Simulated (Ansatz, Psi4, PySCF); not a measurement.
CH$_{6}$N (SMILES C[NH3+]), charge +1, singlet, at a GFN2-xTB geometry. Base run: WB97M-V/def2-SVPD in PySCF.

The PySCF input:
```python
from pyscf import gto, scf, dft

mol = gto.M(
    atom='''
C     0.010833    0.778962    0.017184
N    -0.009805   -0.705015   -0.015553
H    -1.005209    1.167112    0.002103
H    -0.515861   -1.076477    0.799772
H    -0.477238   -1.040205   -0.868773
H     0.506174    1.125813    0.921374
H     0.547114    1.164260   -0.847210
H     0.948655   -1.079167   -0.001500
''',
    basis='def2-svpd',
    charge=1,
    spin=0,
    verbose=4,
)

mf = dft.RKS(mol)
mf.xc = 'wb97m_v'
mf.kernel()
```

The same geometry, method and basis name were run in Ansatz (a first-principles code) and Psi4 and PySCF, at each program's defaults and at the settings that a row names. The base is PySCF at its defaults. Differences at the defaults can come from grids, fitting, cores and function types together.

```csv
code and settings,ΔE vs base (µEh),basis functions,E (Eh),SCF cycles
"PySCF, defaults (exact integrals, its default grid, spherical functions)",0.0,88,-96.08351,8
"Psi4, defaults (density fitting with its default set, its default grid, spherical functions)",-56.9,88,-96.08357,7
"Ansatz, defaults (factorised integrals, its default grid, spherical functions)",2.5,88,-96.08351,-
"PySCF, density fitting with def2-universal-jkfit",-55.4,88,-96.08357,8
"PySCF, fine grid",-0.1,88,-96.08351,8
"Psi4, exact integrals, spherical functions, fine grid",0.8,88,-96.08351,9
"Ansatz, high accuracy",-0.1,88,-96.08351,-
```
